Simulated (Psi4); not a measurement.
C$_{4}$H$_{13}$NSi, singlet, at a GFN2-xTB geometry; PBE0/6-31G (Psi4 1.11).

The Psi4 input:
```
memory 2 GB

molecule mol {
0 1
  Si   -0.082862   -0.237944    0.455445
  N     0.432840   -1.865860    0.725689
  C     1.208357    0.552984   -0.697533
  C     2.622219    0.482237   -0.135002
  C    -1.829616   -0.083782   -0.307971
  C    -2.313726    1.355156   -0.449418
  H    -0.080072    0.392168    1.784020
  H    -0.153184   -2.482102    1.264198
  H     0.866217   -2.377111   -0.025572
  H     0.952131    1.598517   -0.872337
  H     1.190501    0.066402   -1.674954
  H     2.909774   -0.550240    0.044589
  H     3.341079    0.926304   -0.822739
  H     2.680649    1.014287    0.810989
  H    -1.859361   -0.562423   -1.289387
  H    -2.537658   -0.631048    0.317503
  H    -1.661787    1.914753   -1.116039
  H    -3.324280    1.390361   -0.854388
  H    -2.317219    1.852801    0.517607
}

set basis 6-31g
set reference rks

energy('pbe0')
print_variables()
```

Q: What does Psi4 print? Leave out banner, timings and long lists.

A: 
```
   => Loading Basis Set <=

    Name: 6-31G
    Role: ORBITAL
    Keyword: BASIS

         ---------------------------------------------------------
                                   SCF
               by Justin Turney, Rob Parrish, Andy Simmonett
                          and Daniel G. A. Smith
                              RKS Reference
         ---------------------------------------------------------

  ==> Geometry <==

    Molecular point group: c1
    Full point group: C1

    Geometry (in Angstrom), charge = 0, multiplicity = 1:

       Center              X                  Y                   Z               Mass
    ------------   -----------------  -----------------  -----------------  -----------------
         SI          -0.082828217073    -0.213371907046     0.437078666815    27.976926534650
         N            0.432873782927    -1.841287907046     0.707322666815    14.003074004430
         C            1.208390782927     0.577556092954    -0.715899333185    12.000000000000
         C            2.622252782927     0.506809092954    -0.153368333185    12.000000000000
         C           -1.829582217073    -0.059209907046    -0.326337333185    12.000000000000
         C           -2.313692217073     1.379728092954    -0.467784333185    12.000000000000
         H           -0.080038217073     0.416740092954     1.765653666815     1.007825032230
         H           -0.153150217073    -2.457529907046     1.245831666815     1.007825032230
         H            0.866250782927    -2.352538907046    -0.043938333185     1.007825032230
         H            0.952164782927     1.623089092954    -0.890703333185     1.007825032230
         H            1.190534782927     0.090974092954    -1.693320333185     1.007825032230
         H            2.909807782927    -0.525667907046     0.026222666815     1.007825032230
         H            3.341112782927     0.950876092954    -0.841105333185     1.007825032230
         H            2.680682782927     1.038859092954     0.792622666815     1.007825032230
         H           -1.859327217073    -0.537850907046    -1.307753333185     1.007825032230
         H           -2.537624217073    -0.606475907046     0.299136666815     1.007825032230
         H           -1.661753217073     1.939325092954    -1.134405333185     1.007825032230
         H           -3.324246217073     1.414933092954    -0.872754333185     1.007825032230
         H           -2.317185217073     1.877373092954     0.499240666815     1.007825032230

  Running in c1 symmetry.

  Rotational constants: A =      0.12401  B =      0.05793  C =      0.04315 [cm^-1]
  Rotational constants: A =   3717.77713  B =   1736.75966  C =   1293.58911 [MHz]
  Nuclear repulsion =  315.725176667334267

  Charge       = 0
  Multiplicity = 1
  Electrons    = 58
  Nalpha       = 29
  Nbeta        = 29

  ==> Algorithm <==

  SCF Algorithm Type is DF.
  DIIS enabled.
  MOM disabled.
  Fractional occupation disabled.
  Guess Type is SAD.
  Energy threshold   = 1.00e-06
  Density threshold  = 1.00e-06
  Integral threshold = 1.00e-12

  ==> Primary Basis <==

  Basis Set: 6-31G
    Blend: 6-31G
    Number of shells: 58
    Number of basis functions: 84
    Number of Cartesian functions: 84
    Spherical Harmonics?: false
    Max angular momentum: 1

  ==> DFT Potential <==

   => LibXC <=

    Version 7.1.2
    S. Lehtola, C. Steigemann, M. J. T. Oliveira, and M. A. L. Marques,  SoftwareX 7, 1–5 (2018) (10.1016/j.softx.2017.11.002)

   => Composite Functional: PBE0 <=

    PBE0 Hyb-GGA Exchange-Correlation Functional

    C. Adamo and V. Barone,  J. Chem. Phys. 110, 6158 (1999) (10.1063/1.478522)
    M. Ernzerhof and G. E. Scuseria,  J. Chem. Phys. 110, 5029 (1999) (10.1063/1.478401)

    Deriv               =              1
    GGA                 =           TRUE
    Meta                =          FALSE

    Exchange Hybrid     =           TRUE
    MP2 Hybrid          =          FALSE

   => Exchange Functionals <=

[...]

  ==> Integral Setup <==

  SCF_SUBTYPE=INCORE selected. In-core MEM_DF algorithm will be used.
  Using in-core AOs.

  ==> MemDFJK: Density-Fitted J/K Matrices <==

    J tasked:                   Yes
    K tasked:                   Yes
    wK tasked:                   No
    Algorithm:                 Core
    Schwarz Cutoff:           1E-12
    Mask sparsity (%):       2.9762
    Fitting Condition:        1E-10

   => Auxiliary Basis Set <=

  Basis Set: (6-31G AUX)
    Blend: CC-PVDZ-JKFIT
    Number of shells: 273
    Number of basis functions: 860
    Number of Cartesian functions: 860
    Spherical Harmonics?: false
    Max angular momentum: 3

  Minimum eigenvalue in the overlap matrix is 8.7042452447E-03.
  Reciprocal condition number of the overlap matrix is 1.6283201514E-03.
    Using symmetric orthogonalization.

  ==> Pre-Iterations <==

  SCF Guess: Superposition of Atomic Densities via on-the-fly atomic UHF (no occupation information).

   -------------------------
    Irrep   Nso     Nmo
   -------------------------
     A         84      84
   -------------------------
    Total      84      84
   -------------------------

  ==> Iterations <==

                           Total Energy        Delta E     RMS |[F,P]|

   @DF-RKS iter SAD:  -503.25851623164675   -5.03259e+02   0.00000e+00
   @DF-RKS iter   1:  -503.46705363693553   -2.08537e-01   1.26450e-02 DIIS/ADIIS
   @DF-RKS iter   2:  -503.26261340570846    2.04440e-01   1.43760e-02 DIIS/ADIIS
   @DF-RKS iter   3:  -504.03178344795163   -7.69170e-01   1.08456e-03 DIIS/ADIIS
   @DF-RKS iter   4:  -504.03459749725175   -2.81405e-03   6.09298e-04 DIIS/ADIIS
   @DF-RKS iter   5:  -504.03588114576200   -1.28365e-03   5.31019e-05 DIIS
   @DF-RKS iter   6:  -504.03589348252530   -1.23368e-05   1.87185e-05 DIIS
   @DF-RKS iter   7:  -504.03589472901871   -1.24649e-06   4.20103e-06 DIIS
   @DF-RKS iter   8:  -504.03589480214100   -7.31223e-08   5.86063e-07 DIIS
  Energy and wave function converged.

  ==> Post-Iterations <==

   Electrons on quadrature grid:
      Ntotal   =   57.9999718954 ; deviation = -2.810e-05

    Orbital Energies [Eh]
    ---------------------

    Doubly Occupied:

[...]
    Virtual:

[...]
      84A      1.529602

    Final Occupation by Irrep:
              A
    DOCC [    29 ]
    NA   [    29 ]
    NB   [    29 ]

  @DF-RKS Final Energy:  -504.03589480214100

   => Energetics <=

    Nuclear Repulsion Energy =            315.7251766673342672
    One-Electron Energy =               -1316.5494532299269395
    Two-Electron Energy =                 537.8107218923473738
    DFT Exchange-Correlation Energy =     -41.0223401318957315
    Empirical Dispersion Energy =           0.0000000000000000
    VV10 Nonlocal Energy =                  0.0000000000000000
    Total Energy =                       -504.0358948021410015

Computation Completed

Properties will be evaluated at   0.000000,   0.000000,   0.000000 [a0]

Properties computed using the SCF density matrix

 Multipole Moments:

 ------------------------------------------------------------------------------------
     Multipole            Electronic (a.u.)      Nuclear  (a.u.)        Total (a.u.)
 ------------------------------------------------------------------------------------

 L = 1.  Multiply by 2.5417464519 to convert [e a0] to [Debye]
 Dipole X            :         -0.2954550            0.0037141           -0.2917409
 Dipole Y            :         -2.9912640            2.6932082           -0.2980558
 Dipole Z            :          1.5854050           -2.0130276           -0.4276226
 Magnitude           :                                                    0.5973367

 ------------------------------------------------------------------------------------

  Variable Map:
  ----------------------------------------------------------------------------
[...]
  Array Variable Map:
  ----------------------------------------------------------------------------
[...]
[...]
```
